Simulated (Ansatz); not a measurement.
Geometry optimisation, Ansatz 0.2.0, RKS BHLYP-D4/def2-SVP.

input.yaml

```yaml
crystal:
  periodic: [false, false, false]
  atoms:
    - { symbol: Ga, position_ang: [0.011124, 0.689253, -0.527912] }
    - { symbol: Cl, position_ang: [0.061012, 0.361843, 2.897054] }
    - { symbol: "N", position_ang: [1.574536, -0.053934, -1.042606] }
    - { symbol: H, position_ang: [1.662436, -0.919344, -1.546624] }
    - { symbol: H, position_ang: [2.470249, 0.285138, -0.73518] }
    - { symbol: "N", position_ang: [-1.561203, -0.025786, -1.058134] }
    - { symbol: H, position_ang: [-1.67327, -0.892064, -1.557854] }
    - { symbol: H, position_ang: [-2.445214, 0.425185, -0.889021] }
    - { symbol: H, position_ang: [0.01516, 2.020403, 0.300511] }
    - { symbol: H, position_ang: [0.040271, 1.390506, 2.053165] }
basis:
  gaussian: { orbitals: def2-SVP }
hamiltonian:
  xc: { name: BHLYP }
  dispersion: d4
relax:
  f_tol: 0.03
  max_steps: 50
```

Command:

```bash
$ ansatz run input.yaml --threads 2 --pin off --max-ram 3072MiB --backend cpu --events-out ev --progress --plain --runs-dir out
```

**Question.** Where does it end, and by what steps?

**Answer.** The run converged. The force dipped under the threshold on the way, but the program's further checks kept it going. After 11 steps the energy has fallen by 0.056 eV; H10 moved furthest, 0.50 Å.

| step | energy less start (eV) | largest force component (eV/Å) | accepted |
| --- | --- | --- | --- |
| 0 | 0.0000 | 1.002 | yes |
| 1 | -0.0291 | 0.528 | yes |
| 2 | -0.0343 | 0.772 | yes |
| 3 | -0.0461 | 0.443 | yes |
| 4 | -0.0533 | 0.183 | yes |
| 5 | -0.0525 | 0.347 | no |
| 6 | -0.0549 | 0.033 | yes |
| 7 | -0.0557 | 0.010 | yes |
| 8 | -0.0544 | 0.320 | no |
| 9 | -0.0559 | 0.077 | yes |
| 10 | -0.0561 | 0.042 | yes |
| 11 | -0.0561 | 0.013 | yes |

```xyz
10
Properties=species:S:1:pos:R:3
Ga 0.023 0.774 -0.609
Cl 0.005 0.188 2.679
N 1.564 -0.057 -1.073
H 1.612 -0.990 -1.444
H 2.474 0.281 -0.816
N -1.539 -0.005 -1.093
H -1.614 -0.933 -1.472
H -2.441 0.370 -0.863
H 0.042 2.192 0.033
H 0.028 1.462 2.550
```

Whether the end is a true minimum wasn't checked by a vibrational analysis.

The run took 40 s on 2 threads of Arm Neoverse V1, on a shared host, peak memory 0.26 GiB.
